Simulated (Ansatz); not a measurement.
Total energies of Al₃Ga⁻ (the lowest doublet isomer of a short search) from Ansatz at PBE0-D4/def2-TZVPD, gas phase (1 Eh = 27.2114 eV = 2625.5 kJ/mol). The reference geometry is relaxed at PBE0-D4/def2-SVPD.

```xyz
4

Al   -0.195   -0.770   -1.349
Al    1.310    1.233   -0.883
Al    0.185    0.759    1.356
Ga   -1.299   -1.222    0.875
```

```tsv
state	geometry	energy (Eh)
charge -1 doublet	reference	-2651.59883
charge 0 triplet	reference	-2651.52025
charge -1 quartet	relaxed at PBE0-D4/def2-SVPD	-2651.59520
```

Question: Work out the vertical ionisation energy to the triplet.

Answer: E(charge 0 triplet) − E(charge -1 doublet) = -2651.52025 − (-2651.59883) = 0.07858 Eh = 2.14 eV. For comparison, −ε of the highest occupied level of the spin that leaves is 0.73 eV at this level, 1.41 eV less.

Question: Which of the charge -1 states is lowest, and how far above it are the others?

Answer: The doublet, but by less than the method's error, so the order isn't settled. quartet: -2651.59520 − (-2651.59883) = 0.00363 Eh = 9.5 kJ/mol. The quartet differs in its bonds from the reference.

The structure comes from a short search, and lower isomers may exist.
